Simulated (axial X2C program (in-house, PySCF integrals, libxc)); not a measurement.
# Density and ELF of AlCr

Calculated with an axial X2C code built on PySCF integrals. Two-component (2c) means X2C with spin–orbit coupling and atomic mean-field two-electron Coulomb and Gaunt terms. Basis: Cr dyall-cv3z [9s10p6d3f2g], Al dyall-v3z [8s8p2d1f] (cores contracted in-house); Gaussian nuclei, density fitting, unrestricted open shells. Masses: Cr 51.941 u, Al 26.982 u.

PBE0, 2c, state Ω = 5/2 (⟨Sz⟩ = 2.50, ⟨Lz⟩ = 0.00 at PBE0); Cr at z = 0, Al at z = 2.722 Å.

The maps cover the half plane through the axis: z from -2.4 to 4.8 Å along the bond, ρ from 0.15 to 2.25 Å away from it.

log10 of the density in e/bohr³:

```
 ρ\z  -2.4  -1.8  -1.2  -0.6   0.0   0.6   1.2   1.8   2.4   3.0   3.6   4.2   4.8
0.15  -3.1  -2.5  -1.7  -0.3   1.4  -0.3  -1.4  -1.3   0.2   0.4  -1.4  -1.8  -2.4
0.45  -3.2  -2.5  -1.8  -0.7   0.2  -0.7  -1.4  -1.4  -0.7  -0.6  -1.5  -1.9  -2.5
0.75  -3.2  -2.6  -2.0  -1.2  -0.7  -1.2  -1.6  -1.6  -1.5  -1.4  -1.6  -2.0  -2.6
1.05  -3.3  -2.8  -2.2  -1.7  -1.4  -1.6  -1.8  -1.8  -1.7  -1.7  -1.8  -2.2  -2.7
1.35  -3.5  -3.0  -2.5  -2.1  -1.9  -2.0  -2.1  -2.1  -2.0  -2.0  -2.1  -2.4  -2.9
1.65  -3.6  -3.2  -2.7  -2.4  -2.2  -2.3  -2.4  -2.4  -2.4  -2.3  -2.4  -2.7  -3.1
1.95  -3.8  -3.4  -3.0  -2.7  -2.6  -2.6  -2.7  -2.7  -2.7  -2.7  -2.8  -3.0  -3.4
2.25  -4.0  -3.6  -3.2  -3.0  -2.9  -2.9  -3.0  -3.1  -3.1  -3.1  -3.1  -3.3  -3.6
```

Electron localisation function (collinear form, no current term, damped to 0 at low density):

```
 ρ\z  -2.4  -1.8  -1.2  -0.6   0.0   0.6   1.2   1.8   2.4   3.0   3.6   4.2   4.8
0.15  0.22  0.25  0.17  0.72  0.79  0.70  0.43  0.51  0.85  0.87  0.38  1.00  0.99
0.45  0.21  0.26  0.17  0.53  0.80  0.48  0.48  0.70  0.35  0.44  0.72  1.00  0.99
0.75  0.19  0.28  0.20  0.28  0.55  0.24  0.55  0.81  0.07  0.08  0.95  1.00  0.98
1.05  0.15  0.29  0.25  0.21  0.25  0.22  0.60  0.76  0.41  0.62  0.98  0.99  0.96
1.35  0.09  0.28  0.30  0.25  0.24  0.32  0.58  0.57  0.48  0.80  0.97  0.98  0.90
1.65  0.04  0.23  0.32  0.32  0.32  0.40  0.48  0.33  0.28  0.64  0.91  0.92  0.69
1.95  0.01  0.14  0.28  0.33  0.35  0.38  0.33  0.14  0.11  0.34  0.71  0.72  0.28
2.25  0.00  0.05  0.19  0.28  0.31  0.29  0.18  0.05  0.03  0.11  0.33  0.29  0.05
```

Axial spin density in 10⁻³ e/bohr³:

```
 ρ\z  -2.4  -1.8  -1.2   -0.6    0.0    0.6  1.2   1.8   2.4   3.0   3.6   4.2   4.8
0.15   0.5   2.3  12.7  154.8  597.9  154.1  6.8  -7.6  -1.1  -3.8  -8.4  -5.1  -1.6
0.45   0.5   2.1  10.3   83.0  364.5   83.1  5.7  -5.5  -0.1  -0.2  -6.8  -4.3  -1.4
0.75   0.4   1.7   7.2   35.2   91.5   35.3  4.2  -2.6   0.7   0.2  -4.3  -3.0  -1.1
1.05   0.3   1.2   4.5   15.1   27.7   14.9  2.8  -0.7   1.1   0.6  -2.2  -1.9  -0.8
1.35   0.2   0.8   2.6    6.8   10.3    6.5  1.7   0.0   0.9   0.5  -1.0  -1.0  -0.5
1.65   0.1   0.5   1.4    3.2    4.3    2.9  0.9   0.2   0.5   0.3  -0.4  -0.5  -0.3
1.95   0.1   0.3   0.8    1.5    1.9    1.3  0.5   0.2   0.3   0.2  -0.2  -0.3  -0.2
2.25   0.1   0.2   0.4    0.7    0.8    0.6  0.3   0.1   0.2   0.1  -0.1  -0.1  -0.1
```

The state is one determinant whose occupation by symmetry is held fixed; it was picked as the lowest of a PBE0 search that is not exhaustive. Density functionals use the spin component along the axis (collinear). Other states lie close and PBE0, whose exact exchange favours high spin, may order them wrongly; the determinant shown need not be the ground state. The nearest other 2c determinant of the search, Ω = 9/2, lies 0.37 eV up at the distance of the search. With several unpaired electrons one determinant need not be a pure state. This is the top spin component of a Σ state; components of lower Ω are not single determinants and can lie lower. The determinant is spin-polarised beyond a pure state at some levels (its spin-free form has ⟨S²⟩ too high), which makes Re and μ there less reliable.
